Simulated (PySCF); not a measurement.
# Spinor energies of Os⁺ (osmium, charge +1)

Start: [Xe] 4f14 5d6 6s1; 5d3/2 filled at m_j = -3/2, -1/2, +1/2, +3/2; 5d5/2 filled at m_j = +3/2, +5/2; 6s1/2 filled at m_j = +1/2. Calculated with PySCF 2.14 in x2c-TZVPPall-2c (11s11p10d3f1g, 124 functions): generalised Hartree-Fock with the X2C-1e Hamiltonian and a Gaussian nucleus; one run each with spin-orbit coupling (SO) switched off, then screened by Boettger's factors.

| spinor shell | electrons | ε, spin-free (eV) | ε, screened SO (eV) | weight of nominal j (screened SO) | rms radius, screened SO (bohr) |
| --- | --- | --- | --- | --- | --- |
| 1s1/2 | 2 | -74288.1 | -74263.1 | 1.000 | 0.0201 |
| 2s1/2 | 2 | -13091.3 | -13083.4 | 1.000 | 0.0809 |
| 2p1/2 | 2 | -11407.0 | -12504.4 | 1.000 | 0.0687 |
| 2p3/2 | 4 | -11407.0 | -10967.4 | 1.000 | 0.0764 |
| 3s1/2 | 2 | -3118.1 | -3115.4 | 1.000 | 0.207 |
| 3p1/2 | 2 | -2615.3 | -2857.1 | 1.000 | 0.198 |
| 3p3/2 | 4 | -2615.3 | -2516.5 | 1.000 | 0.214 |
| 3d3/2 | 4 | -2046.2 | -2088.9 | 1.000 | 0.188 |
| 3d5/2 | 6 | -2046.2 | -2015.4 | 1.000 | 0.193 |
| 4s1/2 | 2 | -698.78 | -697.88 | 1.000 | 0.459 |
| 4p1/2 | 2 | -530.91 | -588.31 | 1.000 | 0.466 |
| 4p3/2 | 4 | -530.91 | -507.18 | 1.000 | 0.499 |
| 4d3/2 | 4 | -318.13 | -327.10 | 0.999 | 0.519 |
| 4d5/2 | 6 | -318.13 | -311.36 | 1.000 | 0.531 |
| 5s1/2 | 2 | -116.00 | -115.75 | 1.000 | 1.08 |
| 5p1/2 | 2 | -70.221 | -80.790 | 0.709 | 1.08 |
| 4f5/2 | 6 | -79.469 | -80.707 | 0.907 | 0.680 |
| 4f7/2 | 8 | -79.469 | -77.718 | 0.993 | 0.612 |
| 5p3/2 | 4 | -70.221 | -65.634 | 0.978 | 1.28 |
| 5d3/2 | 4 | -20.418 | -20.370 | 0.715 | 1.86 |
| 5d5/2 | 2 | -20.418 | -20.463 | 0.841 | 1.89 |
| 6s1/2 | 1 | -16.361 | -16.343 | 0.991 | 3.01 |

```csv
quantity,spin-free,screened SO
E (hartree),-17240.77515,-17263.49303
M_J,9/2,9/2
⟨J²⟩,24.762,24.778
⟨L²⟩,6.007,6.572
⟨S²⟩,8.755,8.561
```

Each row is a mean over spinors that exchange with the open shell spreads, by up to 7.745 eV (5p3/2).

Rows whose weight is well below 1 are mixtures of j = l ± 1/2: exchange outweighs spin-orbit coupling there, and the label is only the starting occupation.

Breit and QED terms are absent; they matter most for the inner s and p1/2 levels.

Densities and radii are taken from the X2C orbitals without a picture-change correction, which distorts them close to the nucleus.

Without spin-orbit coupling the j labels of p, d and f shells carry no meaning; the spin-free column gives the mean over the occupied spinors of each nl shell.
